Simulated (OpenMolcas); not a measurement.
# Re V: effect of the IPEA shift

- Program: OpenMolcas
- Basis: ANO-RCC-VTZP [8s7p5d3f2g1h]
- Scalar Hamiltonian: DKH2, point nucleus
- Active space: 3 electrons in 10 orbitals (5d 6d)
- State averaging: 2S+1 = 4 even, 10 roots; 2S+1 = 2 even, 40 roots
- Spin-orbit coupling: state interaction with AMFI integrals over the reference wave functions, term energies averaged over their components

Methods on the same reference wave functions:
A. CASSCF
B. MS-CASPT2, IPEA 0 Eh, imaginary shift 0.1 Eh (closed shells correlated: 5s 5p)
C. MS-CASPT2, IPEA 0.25 Eh, imaginary shift 0.1 Eh (closed shells correlated: 5s 5p)

Energies in cm⁻¹ above 5d³ ⁴F_3/2, the measured ground level; measured values from the list in Brasseur, Gamrath and Quinet, At. Data Nucl. Data Tables 157, 101636 (2024).

| Level | A | B | C | Measured |
| --- | --- | --- | --- | --- |
| 5d³ ⁴F_3/2 | 0.0 | 0.0 | 0.0 | 0.0 |
| 5d³ ⁴F_5/2 | 4607 | 4980 | 4950 | 4853 |
| 5d³ ⁴F_7/2 | 8904 | 9150 | 9140 | 8973 |
| 5d³ ⁴F_9/2 [64 %] | 12368 | 12130 | 12200 | 11914 |
| 5d³ ⁴P_1/2 [61 %] | 16941 | 14270 | 14520 | 14325 |
| 5d³ ²G_7/2 | 21097 | 19230 | 19490 | 19013 |
| 5d³ ²H_9/2 [55 %] | 21723 | 20500 | 20640 |  |
| 5d³ ⁴P_5/2 | 23147 | 21450 | 21560 | 20922 |
| 5d³ ²P_1/2 [61 %] | 27819 | 23610 | 23950 | 23669 |
| 5d³ ²H_11/2 | 29647 | 27980 | 28170 | 27077 |
| 5d³ ²D_5/2(1) | 32543 | 29340 | 29800 | 28739 |
| 5d³ ²G_9/2 [54 %] | 32716 | 30990 | 31220 |  |
| 5d³ ²P_3/2 [52 %] | 37156 | 32930 | 33260 |  |
| 5d³ ²F_5/2 | 40007 | 35550 | 35920 | 34162 |
| 5d³ ²F_7/2 | 40118 | 35810 | 36170 | 34625 |
| 5d³ ²D_3/2(2) | 59747 | 54400 | 54670 |  |
| 5d³ ²D_5/2(2) | 59884 | 54740 | 54820 | 52467 |

Deviations, from unrounded energies. A percentage is the sum of absolute deviations over the sum of measured energies, with the sign that they share, or ± where signs differ.

| Against measurement | Levels | A | B | C |
| --- | --- | --- | --- | --- |
| mean absolute deviation (cm-1) | 12 | 3100 | 640 | 830 |
| fine structure of the ground term (%) | 3 | ±3.0 | +2.0 | +2.1 |
| other terms of the ground configuration (%) | 9 | +14.2 | ±2.8 | +3.7 |

B lies closest to measurement on these levels and A furthest from it. The largest miss of B in the table is 5d³ ²D_5/2(2), by +2300 cm-1. The ranking rests on the paired levels alone, and a cruder setting can come out closer through cancelling errors.

Between B and C the level of the table that moves most is 5d³ ²D_5/2(1), by 460 cm-1 (lowest in B, highest in C). Moves below CASPT2's spread within the term are not significant.

The mean deviations of B to C differ by less than CASPT2's widest spread within a term (540 cm-1), so their order carries little weight.

From A to B the spin-free energies of the other terms of 5d³ shown, above ⁴F, scale by factors of 0.67 to 0.88.

The lowest spin-free term lies below A's lowest term by 0.249 hartree in B, 0.244 hartree in C.

Term energies are means over components that CASPT2 splits; among the terms shown or strongly mixed into the levels shown the widest spread is 540 cm-1 (5d³ ⁴F, B). Active for correlation alone: 6d; no level in the range computed is led by a configuration that fills it, so any true level of that kind is missing. Without dynamic correlation excited terms often stand tens of per cent too high (terms of higher spin than the ground term too low), and those without a measured partner can miss by more than the paired ones (holds for A). The CASPT2 spread within a term exceeds the gap to the next term for 5d³ ²H and 5d³ ²D(1), so the order of their levels is uncertain (holds for B; C). Computed and measured levels are paired by configuration, term and J; levels that our copy of the source lacks, or whose pairing is in doubt (as where it misses far off the trend of its configuration), stay unpaired and out of the deviations. Only configurations of the active space appear. The table leaves out levels that lie high or whose names do not pair safely across all columns.

A share in square brackets marks a mixed level and gives the weight of the term that names it, the lowest over the columns. A number in round brackets counts repeated terms of one configuration in the order of the reference energies.
